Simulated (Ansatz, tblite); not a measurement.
Removing an electron: Ga₈P₇H₂₄⁻, a nanocrystal cut from zinc blende GaP (hydrogen-capped). Total charge -1; singlet. Geometry: r2SCAN-D4/def2-SVP. Ansatz, gas phase; energy differences of separate SCF runs; the oxidised species was run as a doublet alone.

```xyz
39

P    -0.349    1.209    1.160
P     3.218    0.714    1.537
P    -3.371    1.169   -3.361
P     0.185    0.986   -2.609
P     0.781   -1.573    3.184
P     1.536   -1.881   -0.340
P    -2.274   -1.321   -0.945
Ga   -1.112   -0.126    3.034
Ga   -4.246   -0.060   -1.461
Ga    2.897   -0.499    3.594
Ga    1.697    2.509    1.136
Ga   -0.132   -0.290   -0.598
Ga    3.616   -0.632   -0.390
Ga   -1.412    2.598   -3.383
Ga    0.805   -3.270    1.511
H    -1.424    2.024    0.700
H     4.465    1.377    1.723
H    -4.446    1.956   -3.858
H    -3.282    0.275   -4.463
H     1.443    1.618   -2.444
H     0.510    0.116   -3.685
H     0.535   -2.310    4.379
H     1.406   -2.617   -1.554
H    -2.502   -2.088    0.224
H    -2.151   -2.378   -1.888
H    -1.251    0.806    4.291
H    -2.377   -0.921    2.510
H    -4.476    0.997   -0.335
H    -5.369   -1.014   -1.999
H     2.716    0.539    4.766
H     4.012   -1.608    3.703
H     1.654    3.532    2.328
H     1.851    3.045   -0.345
H     3.565    0.233   -1.716
H     4.807   -1.639   -0.186
H    -1.642    3.658   -2.260
H    -1.120    2.967   -4.880
H    -0.664   -3.736    1.143
H     1.904   -4.364    1.777
```

The xTB rows come from tblite. Correlated methods freeze 107 core orbitals; core or outer-core shells of Ga are correlated, in sets that lack core-valence functions. Single mean-field runs in def2-SVP are fitted with def2-universal-jkfit. HOMO above LUMO, or a gap near zero within one spin, warns that the state may not be the lowest or that an electron is smeared out.

Estimate orbital energies and vertical ionisation energies at: GFN1-xTB; GFN2-xTB; PBE-D4/def2-SVP; PBE0-D4/def2-SVP; B2PLYP/def2-SVP.


```json
{"level": "GFN1-xTB", "−HOMO (eV)": "7.85", "vertical IE (eV)": "9.39", "−LUMO (eV)": "3.61", "HOMO–LUMO gap (eV)": "4.23", "remarks": "–"}
{"level": "GFN2-xTB", "−HOMO (eV)": "8.28", "vertical IE (eV)": "9.91", "−LUMO (eV)": "5.46", "HOMO–LUMO gap (eV)": "2.82", "remarks": "–"}
{"level": "PBE-D4/def2-SVP", "−HOMO (eV)": "2.95", "vertical IE (eV)": "4.78", "−LUMO (eV)": "-0.66", "HOMO–LUMO gap (eV)": "3.61", "remarks": "gap within one spin near zero (doublet)"}
{"level": "PBE0-D4/def2-SVP", "−HOMO (eV)": "4.03", "vertical IE (eV)": "5.31", "−LUMO (eV)": "-1.41", "HOMO–LUMO gap (eV)": "5.44", "remarks": "–"}
{"level": "B2PLYP/def2-SVP", "−HOMO (eV)": "–", "vertical IE (eV)": "5.45", "−LUMO (eV)": "–", "HOMO–LUMO gap (eV)": "–", "remarks": "–"}
```

  Raw xTB energy differences between charge states are shifted by several eV; the methods need an empirical correction for them.
